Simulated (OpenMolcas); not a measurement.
# I6+: CASPT2 settings compared

```
Program             : OpenMolcas
Basis               : ANO-RCC-VQZP [8s7p5d3f2g]
Scalar Hamiltonian  : DKH2, point nucleus
Active space        : 1 electron in 8 orbitals (5s 5p 6s 6p)
State averaging     : 2S+1 = 2 even, 1 root; 2S+1 = 2 odd, 3 roots
Spin-orbit coupling : state interaction with AMFI integrals over the reference wave functions, term energies averaged over their components
```

Methods on the same reference wave functions:
A. CASSCF
B. SS-CASPT2, IPEA 0.15 Eh, imaginary shift 0.4 Eh (closed shells correlated: 4d)
C. XMS-CASPT2, IPEA 0.3 Eh, real shift 0.5 Eh (closed shells correlated: 4d)

Energies in cm-1 above 5s 2S 1/2, the measured ground level; measured values from Moore, Atomic Energy Levels, vol. III, NSRDS-NBS 35 (1971 reprint of NBS Circular 467, 1958).

```
     Level       A       B       C  Measured
 5s 2S 1/2     0.0     0.0     0.0       0.0
5p 2P* 1/2  104388  106790  106370    104960
5p 2P* 3/2  116962  119370  118950    119960
```

Deviations, from unrounded energies. A percentage is the sum of absolute deviations over the sum of measured energies, with the sign that they share, or ± where signs differ.

```tsv
Against measurement	Levels	A	B	C
mean absolute deviation (cm-1)	2	1800	1200	1200
other configurations (%)	2	-1.6	±1.1	±1.1
```

B, C lie about equally close to measurement and A furthest from it. The largest miss of B in the table is 5p 2P* 1/2, by +1800 cm-1. The ranking rests on the paired levels alone, and a cruder setting can come out closer through cancelling errors.

Between B and C the level of the table that moves most is 5p 2P* 1/2, by 420 cm-1 (lowest in C, highest in B). Moves below CASPT2's spread within the term are not significant.

The two smallest mean deviations differ by little beside CASPT2's spread within terms, so their order carries little weight.

The lowest spin-free term lies below A's lowest term by 0.412 hartree in B, 0.410 hartree in C.

CASPT2 breaks the degeneracy within a term, and the mean is taken; among the terms shown or strongly mixed into the levels shown the widest spread is 21 cm-1 (5p 2P*, C). With one active electron outside closed inactive shells, the extra shells (6p 6s) add no correlation to the reference. With one active electron the reference holds no correlation, so core polarisation is missing (holds for A). With one active electron, CASPT2 adds the correlation within the correlated inactive shells and between them and that electron, and leaves the splitting within a term as the reference gives it (holds for B; C). Measured partners are found by configuration, term and J. A level has none where our copy of the source lacks it or the pairing is in doubt (some pairs that miss far off the trend of their configuration count as doubtful), and it then counts in no deviation. Only configurations of the active space appear.

* marks odd parity.
